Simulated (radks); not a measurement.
Removal energies from the barium ion Ba6+, [Kr] 4d10 5s2 5p2, by Delta-SCF beside the eigenvalue of the level emptied. All-electron calculation, scalar-relativistic Kohn-Sham, PBEsol, spin-polarised, spherical densities, finite nucleus; Fermi nuclear charge, rms radius of each element as measured or else 0.836 A^(1/3) + 0.57 fm. Program: a radial shooting solver on a logarithmic mesh with Libxc functionals. Open shells are filled with parallel spins first.

5p: final configuration [Kr] 4d10 5s2 5p1; Delta-SCF (eV) 86.574; -eigenvalue (eV) 80.240
5s: final configuration [Kr] 4d10 5s1 5p2; Delta-SCF (eV) 101.94; -eigenvalue (eV) 95.298
4d: final configuration [Kr] 4d9 5s2 5p2; Delta-SCF (eV) 170.98; -eigenvalue (eV) 159.06
4p: final configuration [Ar] 3d10 4s2 4p5 4d10 5s2 5p2; Delta-SCF (eV) 263.43; -eigenvalue (eV) 250.71
